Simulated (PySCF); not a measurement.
**NSe₃⁻: from structure and modes to constants**

These are results of PBE0 in PySCF with N def2-TZVPD, Se def2-TZVPD; no relativity; density-fitted integrals, not measurements.

The singlet minimum has D3h symmetry. Masses (u): N 14.00307, Se 79.91652.

```xyz
4
charge -1 multiplicity 1, angstrom
N     0.0000    0.0000    0.0000
Se    1.8214    0.0000    0.0000
Se   -0.9107    1.5774    0.0000
Se   -0.9107   -1.5774    0.0000
```

Harmonic wavenumbers (cm⁻¹): 174.2 (e', ×2), 306.5 (a1', ×1), 400.8 (a2'', ×1), 746.0 (e', ×2).

Find the principal moments of inertia and the rotational constants. What kind of rotor is it?

About the centre of mass I = 397.68, 397.68, 795.37 u Å². With B = 16.8576/I this gives 0.04239, 0.04239, 0.02119 cm⁻¹. The molecule is an oblate symmetric top.

What is the harmonic zero-point energy?

Half the sum of all 6 wavenumbers, 2548/2 = 1274 cm⁻¹, which is 15.2 kJ/mol (1 cm⁻¹ = 0.0119627 kJ/mol).

Find the vibrational entropy and heat capacity at 298.15 K.

With u = 1.43878 ω/T, each mode gives S = R[u/(eᵘ−1) − ln(1−e⁻ᵘ)] and C = R u² eᵘ/(eᵘ−1)².
| ω (cm⁻¹) | u | S (J/(mol K)) | C (J/(mol K)) |
| --- | --- | --- | --- |
| 174.2 (×2) | 0.841 | 10.00 | 7.84 |
| 306.5 | 1.479 | 5.78 | 6.95 |
| 400.8 | 1.934 | 4.02 | 6.14 |
| 746.0 (×2) | 3.600 | 1.07 | 3.11 |
The sums over all modes are S = 31.9 and C = 35.0 J/(mol K); the softest mode gives 31 % of the entropy (each member, where degenerate).

Give the standard entropy (298.15 K, 1 bar) by its translational, rotational, vibrational and spin parts, and Cp.

Sackur–Tetrode with M = 253.75 u gives 177.9; rotation with symmetry number 6 gives 111.2; vibration 31.9; spin R ln 1 = 0.0. The total is 321.0 J/(mol K), and Cp = 4 R + 35.0 = 68.3 J/(mol K).

Other isomers or separated fragments may lie lower. The lowest empty level of this anion is unbound, so it and the gap depend on the basis.
